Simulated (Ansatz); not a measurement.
# Nudged elastic band run: CH₇FNPSi₂

Input file:

```yaml
crystal:
  periodic: [false, false, false]
  atoms:
    - { symbol: C, position_ang: [-2.224246, -0.377743, -0.622855] }
    - { symbol: Si, position_ang: [-0.573402, -0.323109, 0.275193] }
    - { symbol: F, position_ang: [-0.777723, -0.868024, 1.802281] }
    - { symbol: Si, position_ang: [1.287451, -0.484083, -1.00354] }
    - { symbol: P, position_ang: [0.724216, 1.550198, 0.044553] }
    - { symbol: "N", position_ang: [1.664587, 0.829845, 1.42411] }
    - { symbol: H, position_ang: [-2.968895, 0.258965, -0.116545] }
    - { symbol: H, position_ang: [-2.09416, -0.007914, -1.6544] }
    - { symbol: H, position_ang: [-2.6155, -1.407378, -0.670331] }
    - { symbol: H, position_ang: [0.99183, -0.558315, -2.478802] }
    - { symbol: H, position_ang: [2.691902, -0.899621, -0.705173] }
    - { symbol: H, position_ang: [1.272379, 1.113583, 2.327978] }
    - { symbol: H, position_ang: [2.642061, 1.138796, 1.392231] }
basis:
  gaussian: { orbitals: "6-31G*" }
hamiltonian:
  xc: pbe
  dispersion: d4
neb:
  order_check: false
  images: 5
  f_tol: 0.05
  max_iterations: 60
  initial_path: idpp
  final_atoms:
    - { symbol: C, position_ang: [-2.29843947, -0.3208768, -0.56362235] }
    - { symbol: Si, position_ang: [-0.55308695, -0.37625682, 0.12085088] }
    - { symbol: F, position_ang: [-0.53532903, -0.99522626, 1.64396658] }
    - { symbol: Si, position_ang: [1.36852369, -0.55323454, -1.0879582] }
    - { symbol: P, position_ang: [0.74984105, 1.49860794, -0.04342631] }
    - { symbol: "N", position_ang: [1.49923603, 1.38932759, 1.55479846] }
    - { symbol: H, position_ang: [-2.95180747, 0.27549023, 0.09503035] }
    - { symbol: H, position_ang: [-2.28239607, 0.15328848, -1.55975958] }
    - { symbol: H, position_ang: [-2.72065339, -1.33399676, -0.66732597] }
    - { symbol: H, position_ang: [1.32803557, -0.64770913, -2.58676839] }
    - { symbol: H, position_ang: [2.56362651, -1.22561461, -0.4827485] }
    - { symbol: H, position_ang: [1.34867049, 0.51504404, 2.07034457] }
    - { symbol: H, position_ang: [2.50427904, 1.58635664, 1.52131845] }
```

Run as:

```bash
$ ansatz run input.yaml --threads 2 --pin off --max-ram 3072MiB --backend cpu --events-out ev --progress --plain --runs-dir out
```

Output, in part (warnings, iteration lines, the closing report on the highest movable image, with atoms numbered from 0):

```
NEB end point (image 0): max|allowed force component| = 7.915e-3 eV/Å (the criterion of neb.relax_end_points is 1.000e-2)
NEB end point (image 6): max|allowed force component| = 1.115e-2 eV/Å (the criterion of neb.relax_end_points is 1.000e-2)
NEB iter   1: max|band force component| = 9.220e-1 eV/Å  barrier→ = 0.1649 eV  barrier← = 0.1281 eV  Δτ_max = 0.1390 Å  (220 SCF iters)
NEB iter   2: max|band force component| = 5.625e-1 eV/Å  barrier→ = 0.1327 eV  barrier← = 0.0959 eV  Δτ_max = 0.0936 Å  (150 SCF iters)
NEB iter   3: max|band force component| = 4.009e-1 eV/Å  barrier→ = 0.1062 eV  barrier← = 0.0694 eV  CI = image 3  Δτ_max = 0.1106 Å  (150 SCF iters)
NEB iter   4: max|band force component| = 1.726e-1 eV/Å  barrier→ = 0.1073 eV  barrier← = 0.0705 eV  CI = image 3  Δτ_max = 0.0341 Å  (153 SCF iters)
NEB iter   5: max|band force component| = 7.825e-2 eV/Å  barrier→ = 0.1069 eV  barrier← = 0.0701 eV  CI = image 3  Δτ_max = 0.0366 Å  (156 SCF iters)
NEB iter   6: max|band force component| = 3.843e-2 eV/Å  barrier→ = 0.1061 eV  barrier← = 0.0693 eV  CI = image 3  Δτ_max = 0.0000 Å  (319 SCF iters)
Total energy: -30383.68400007 eV, -1116.5797922019 hartree
Atom 0 at    -2.236252    -0.377373    -0.552035 Å, force    -0.000774    -0.011473    -0.002630 eV/Å
Atom 1 at    -0.538554    -0.286083     0.247384 Å, force     0.017786     0.012420    -0.006585 eV/Å
Atom 2 at    -0.659224    -0.696175     1.833055 Å, force     0.003306     0.001856     0.008163 eV/Å
Atom 3 at     1.301607    -0.524196    -1.043464 Å, force    -0.022774     0.010151     0.017779 eV/Å
Atom 4 at     0.738356     1.593041    -0.092298 Å, force    -0.004393    -0.019235    -0.025847 eV/Å
Atom 5 at     1.630942     1.158036     1.353168 Å, force    -0.017287     0.013063    -0.013891 eV/Å
Atom 6 at    -2.941999     0.302771    -0.046545 Å, force     0.000594     0.002458     0.000366 eV/Å
Atom 7 at    -2.161913    -0.078350    -1.611598 Å, force     0.001839     0.002726    -0.000634 eV/Å
Atom 8 at    -2.640425    -1.402318    -0.509215 Å, force    -0.002748     0.002993    -0.000703 eV/Å
Atom 9 at     1.018277    -0.812627    -2.495059 Å, force    -0.000144     0.002247    -0.001731 eV/Å
Atom 10 at     2.681095    -0.943082    -0.648342 Å, force     0.007013     0.007606    -0.000154 eV/Å
Atom 11 at     1.182796     0.828610     2.203665 Å, force     0.016212    -0.011096     0.007087 eV/Å
Atom 12 at     2.645794     1.202946     1.375984 Å, force     0.001369    -0.013716     0.018780 eV/Å
Dipole moment:    -0.078437    -0.135496     0.014317 e Å
```

The forces met the threshold. A vibrational analysis at the climbing image gives one clearly imaginary mode, 429i cm⁻¹: a first-order saddle point.

Final band (atoms are numbered from 1 in the order of the input):

| image | path coordinate (Å) | energy (eV) | height of N6 over the plane of its neighbours (Å) |
| --- | --- | --- | --- |
| 0 | 0.00 | 0.000 | -0.39 |
| 1 | 0.22 | 0.007 | -0.37 |
| 2 | 0.44 | 0.055 | -0.23 |
| 3 | 0.66 | 0.106 | 0.01 |
| 4 | 1.01 | 0.053 | 0.30 |
| 5 | 1.36 | 0.041 | 0.32 |
| 6 | 1.71 | 0.037 | 0.34 |

Run time: 2.1 min on 2 threads of Arm Neoverse V1, on a shared host, peak memory 0.17 GiB.
